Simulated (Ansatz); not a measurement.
A set of 12 reactions (hydrogenolysis), with CCSD(T)/CBS values in kJ/mol:

```
                                              reaction      ΔE
                 `C/N=C(\C)BO` + H₂ → `BO` + `C/C=N/C`   -20.0
          `N[SiH2]C(F)[TeH]` + H₂ → `N[SiH2]CF` + H₂Te   -36.4
                           `COCBF` + H₂ → `BF` + `COC`   -21.0
  `CC[O][Ga]([CH3])[F]` + H₂ → `[CH3][GaH][F]` + `CCO`    51.7
                        `C[Si]N` + H₂ → `N[SiH]` + CH₄   -25.5
             `N[SiH2]C(=O)O` + H₂ → `N[SiH2]C=O` + H₂O    19.4
                `P[SiH]1CN1` + H₂ → PH₃ + `C1N[SiH2]1`     5.6
        `[SeH][SiH2][SeH]` + H₂ → H₂Se + `[SiH3][SeH]`    49.2
         `F[SiH2]OC[SeH]` + H₂ → `C[SeH]` + `O[SiH2]F`  -107.8
           `C=[CH][AlH][F]` + H₂ → `[F][AlH2]` + `C=C`    -6.2
            `FB([SiH3])[SeH]` + H₂ → `FB[SiH3]` + H₂Se    64.4
`[CH3][GeH]([F])[SiH3]` + H₂ → `[F][GeH2][SiH3]` + CH₄   -25.9
```

Computed with Ansatz on PBE0-D4/def2-TZVP structures; ΔE is electronic, products minus reactants. CCSD(T)/CBS is the MP2 limit (def2-TZVPP, def2-QZVPP) plus CCSD(T) − MP2 in def2-TZVPP, frozen cores. This one scheme is used for every species. Double bonds are as drawn, so ΔE can hold a change between cis and trans. DFT in def2-TZVPP. B3LYP here is the variant with VWN-RPA as its local correlation; programs differ in this. def2 core potentials past Kr. For Ga, Ge, Se, Te outer-core shells are correlated without core-valence functions, which leaves a few kJ/mol of doubt a bond. Scalar relativity is left out up to krypton. Each species was taken in one conformer, which may not be the lowest.

(1) Give the mean, mean absolute and largest difference (level minus CCSD(T)/CBS, kJ/mol) for: PBE-D4, ωB97X-V, ωB97M-V, B2PLYP, B3LYP, MP2/def2-TZVPP, SCS-MP2/def2-TZVPP, CCSD/def2-TZVPP, CCSD(T)/def2-TZVPP, HF/def2-QZVPP, MP2/def2-QZVPP, SCS-MP2/def2-QZVPP, HF/CBS(def2), MP2/CBS(def2). (Best estimate.)

The largest T1 diagnostic in the set is 0.015, for `N[SiH]` (customary mark 0.02).

CCSD(T)/CBS is a level of theory with its own doubt, and the functionals carry their triple-zeta basis error, so these figures describe this set and don't rank the functionals.

Results:

(1) Computed: 
| level | mean | mean absolute | largest |
| --- | --- | --- | --- |
| PBE-D4 | 5.4 | 6.7 | 19.6 |
| ωB97X-V | -3.2 | 5.9 | -13.2 |
| ωB97M-V | -2.1 | 4.6 | 10.5 |
| B2PLYP | -5.9 | 7.3 | -14.2 |
| B3LYP | -11.2 | 12.4 | -22.7 |
| MP2/def2-TZVPP | 3.7 | 3.9 | 9.0 |
| SCS-MP2/def2-TZVPP | -3.2 | 4.5 | -7.5 |
| CCSD/def2-TZVPP | -8.2 | 8.2 | -18.7 |
| CCSD(T)/def2-TZVPP | -2.5 | 3.4 | -9.1 |
| HF/def2-QZVPP | -27.5 | 27.5 | -49.8 |
| MP2/def2-QZVPP | 5.0 | 5.1 | 8.5 |
| SCS-MP2/def2-QZVPP | -2.1 | 2.7 | -5.3 |
| HF/CBS(def2) | -27.6 | 27.6 | -49.7 |
| MP2/CBS(def2) | 6.2 | 6.3 | 11.8 |
